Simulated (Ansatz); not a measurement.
Species: MgI (charge 0, doublet). 
Geometry from a B3LYP-D3(BJ)/def2-TZVP (Ansatz, a first-principles code) optimisation:
SMILES: [Mg][I]
```xyz
2

Mg     0.0000     0.0000    -2.1254
I      0.0000     0.0000     0.4812
```
Charge 0, spin multiplicity 2.

Basis-set convergence of Hartree-Fock and CCSD correlation energies (hartree) with Ansatz. Valence correlation only, unless marked. UHF or UKS for open shells. No spin-orbit coupling. Frozen are the shells of the preceding noble gas and the d and f shells that filled before the atom's block. Past Kr the def2 sets carry scalar-relativistic core potentials.

```json
[
 {"basis": "def2-SVP", "functions": "44", "E(HF)": "-496.25595", "E(corr, CCSD)": "-0.11965"},
 {"basis": "def2-TZVPP", "functions": "82", "E(HF)": "-496.33681", "E(corr, CCSD)": "-0.16599"},
 {"basis": "def2-QZVPP", "functions": "145", "E(HF)": "-496.34637", "E(corr, CCSD)": "-0.18824"}
]
```

Extrapolating the two largest sets (X = 3 and 4) as X^-3: E(corr) = (64·(-0.18824) - 27·(-0.16599))/37 = -0.2045 Eh, an estimate of the basis-set limit. The largest set recovers 92.1 % of it, the smallest 58.5 %.
